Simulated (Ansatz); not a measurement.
`C[SiH2]F` + `FBCF` → `C[SiH2]C(F)BF` + H–F  (formal exchange of groups at the Si–F bond)

Gas-phase electronic energies from Ansatz, PBE0-D4/def2-TZVP geometries. CCSD(T)/CBS is the MP2 limit (def2-TZVPP, def2-QZVPP) plus CCSD(T) − MP2 in def2-TZVPP, frozen cores. This one scheme is used for every species. Functionals use def2-TZVPP. One conformer a species, not always the lowest.

`C[SiH2]F`:

Z-matrix (Å, degrees):
```
C
Si 1 1.853
H 1 1.094 2 110.1
H 1 1.092 2 111.0 3 -119.6
H 1 1.092 2 111.1 3 119.7
F 2 1.604 1 109.4 3 179.8
H 2 1.485 1 111.5 3 61.3
H 2 1.485 1 111.5 3 -61.7
```

`FBCF`:

```xyz
7

F     1.672    0.539    0.763
B     0.744   -0.316    0.388
C    -0.574    0.178   -0.293
F    -0.658    1.547   -0.453
H     0.934   -1.485    0.581
H    -1.440   -0.164    0.293
H    -0.678   -0.299   -1.279
```

`C[SiH2]C(F)BF`:

Cartesian coordinates in Å:
```
C 1.137 0.530 1.374
Si 0.418 -0.891 0.402
C -1.154 -0.324 -0.540
F -1.807 -1.464 -1.022
B -0.810 0.674 -1.679
F -0.334 1.867 -1.344
H 1.410 1.358 0.718
H 0.422 0.902 2.112
H 2.034 0.206 1.907
H -0.005 -2.008 1.287
H 1.400 -1.411 -0.586
H -1.800 0.151 0.214
H -0.912 0.411 -2.842
```

H–F:

```xyz
2

F    -0.384   -0.123    0.222
H     0.384    0.123   -0.222
```

(1) Is it downhill or uphill in electronic energy at CCSD(T)/CBS, and by how much? (An estimate is asked.)

(2) What do these levels give: B2PLYP, PBE, PBE0, MP2/def2-TZVPP, HF/CBS(def2), CCSD/CBS(def2)? (Estimate.)

Largest T1 diagnostic among the species: 0.012.

Results:

(1) Computed: Uphill: ΔE = +140.7 kJ/mol.

(2) The calculation gave: B2PLYP 152.7, PBE 136.2, PBE0 140.4, MP2/def2-TZVPP 142.3, HF/CBS(def2) 179.1, CCSD/CBS(def2) 145.9 kJ/mol.

From PBE to PBE0 (25 % exact exchange), in def2-TZVPP and without D4, ΔE moves by +4.2 kJ/mol. The D4 term adds −11.8 kJ/mol with B3LYP and −6.7 kJ/mol with PBE0; it sums over pairs of atoms, weighted by their polarisabilities, and B3LYP, whose exchange is more repulsive, gets the larger term.

B3LYP here is the variant with VWN-RPA as its local correlation; programs differ in this.
